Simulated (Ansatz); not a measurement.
Breaking the Te1–F2 bond in F2Te (SMILES F[Te]F) (multiplicity 1 held, fragments rigid). Energies count from the point at 1.907 Å.
Geometry at that point (charge 0, multiplicity 1):
```xyz
3

Te     0.0413    -0.0263     0.3272
F      0.5966     1.2887    -0.9380
F     -0.8352    -1.1366    -0.9523
```

R- and RO- levels are restricted; in cc, def2 and unpolarised 6-31G sets they are followed outwards from rest. Unrestricted levels (U-) break spin symmetry where that is lower. Curves can end on different states.

Frozen-core correlation. Filled d and f shells under p-block atoms count as core.

The values were computed with Ansatz (a program for electronic structure).  In def2 rows elements past Kr take small-core potentials, without spin–orbit coupling.

Energies in kcal/mol.

| R (Å) | R-HF/def2-SVP | U-HF/def2-SVP | U-MP2/def2-SVP | U-SCS-MP2/def2-SVP | R-CCSDT/def2-SVP | R-CCSDT(Q)/def2-SVP |
|---|---|---|---|---|---|---|
| 1.526 | 93.1 | 93.1 | 102.1 | 102.2 | 102.6 | 102.9 |
| 1.717 | 15.6 | 15.6 | 19.7 | 19.8 | 20.1 | 20.2 |
| 1.907 | 0.0 | 0.0 | 0.0 | 0.0 | 0.0 | 0.0 |
| 2.098 | 9.8 | 9.8 | 6.0 | 5.8 | 5.3 | 5.2 |
| 2.289 | 28.6 | 27.5 | 33.7 | 33.5 | 19.6 | 19.3 |
| 2.575 | 59.6 | 36.1 | 68.7 | 66.9 | 42.5 | 41.8 |
| 2.861 | 87.3 | 37.7 | 77.2 | 74.7 | 59.6 | 58.5 |
| 3.338 | 123.5 | 38.0 | 80.8 | 77.8 | 72.9 | 70.9 |
| 3.815 | 148.3 | 37.7 | 81.3 | 78.2 | 76.1 | 73.5 |
| 4.387 | 167.0 | 37.7 | 81.5 | 78.4 | 76.6 | 71.6 |
| 5.150 | 180.7 | 37.8 | 81.6 | 78.5 | 76.5 | 72.1 |
| 6.104 | 189.5 | 37.9 | 81.6 | 78.5 | 76.5 | 74.0 |

Doubts at one or more of the structures used: a restricted determinant that unrestricted orbitals would lower (R-HF/def2-SVP, R-CCSDT/def2-SVP, R-CCSDT(Q)/def2-SVP); a spin-contaminated determinant (U-HF/def2-SVP, U-MP2/def2-SVP, U-SCS-MP2/def2-SVP); other coupled-cluster roots lie near (R-CCSDT/def2-SVP, R-CCSDT(Q)/def2-SVP); T1 above 0.05 (R-CCSDT/def2-SVP, R-CCSDT(Q)/def2-SVP).
